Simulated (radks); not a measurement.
Charge is removed step by step from the 4p down level of Nd, starting from [Ar] 3d10 4s2 4p(up 3, down 3) 4d10 4f4 5s2 5p6 6s2. Method: non-relativistic Kohn-Sham, BLYP, spin-polarised, spherical densities, point nucleus; open shells are filled with parallel spins first (spin-orbit coupling, left out, can overturn this in heavy ions); relativity is left out, which matters for an element this heavy; computed with a radial shooting solver on a logarithmic mesh with Libxc functionals.

removed (e)	E - E(0) (eV)	eigenvalue (eV)	E minus straight line (eV)
0	0.000	-214.87	0.000
0.125	26.983	-216.87	-0.947
0.25	54.221	-218.95	-1.639
0.375	81.723	-221.09	-2.067
0.5	109.50	-223.30	-2.223
0.625	137.55	-225.55	-2.101
0.75	165.89	-227.86	-1.693
0.875	194.52	-230.21	-0.995
1	223.44	-232.60	0.000

Removing the whole electron costs 223.44 eV by Delta-SCF, against 214.87 eV from minus the eigenvalue at the starting occupation. Slater's transition state (half an electron removed) gives 223.30 eV. Integrating minus the eigenvalue over the occupation (Janak's theorem) gives 223.44 eV. The mean slope of the eigenvalue, de/dn, is 17.7 eV per electron.
